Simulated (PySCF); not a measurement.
Q: Give a PBE0-D3(BJ)/def2-SVP geometry of InChI=1S/C6H6O/c1-2-6-4-3-5-7-6/h2-5H,1H2.

A: 
```
atom  x, y, z in Å
C1    -2.5065    0.3780    0.2088
C2    -1.5843   -0.5113   -0.1847
C3    -0.1555   -0.3056   -0.1507
C4     0.8951   -1.1149   -0.5091
C5     2.0841   -0.3717   -0.2501
C6     1.6684    0.8300    0.2442
O7     0.3246    0.8765    0.3066
H8    -2.2164    1.3576    0.5965
H9    -3.5717    0.1465    0.1521
H10   -1.8917   -1.4882   -0.5700
H11    0.8157   -2.1229   -0.9102
H12    3.1130   -0.6863   -0.4095
H13    2.1959    1.7180    0.5827
```

Any rigid rotation of these coordinates is as good. Atoms count from 1 in this order. The 5 C–C bonds span 1.340 Å (C1=C2, drawn double) to 1.444 Å (C2–C3, drawn single), a spread of 0.104 Å. The 5-membered ring C3–C4–C5–C6–O7 has internal angles of 105.7° to 110.6° (sum 540°, against 540° for a flat polygon); it is planar, 0.00 Å rms from its mean plane, widest ring torsion 0°. The 7 heavy atoms lie in one plane (0.002 Å rms). Of the pairs four or more bonds apart, O7···H8 is among the closest relative to their van der Waals radii: 2.60 Å, 96 % of the sum of Bondi's values.

Bonds between heavy atoms (Å): C1=C2 1.340, C2–C3 1.444, C3–C4 1.374, C4–C5 1.426, C5–C6 1.364, C6–O7 1.346, C3–O7 1.355.

Theory: PBE0-D3(BJ)/def2-SVP geometry optimisation, gas phase (PySCF 2.14.0).

Point group: Cs (tolerance 0.08 Å). Stationary, but not proved a minimum. The numbers are those of one conformer (C1–C2–C3–C4 180°).
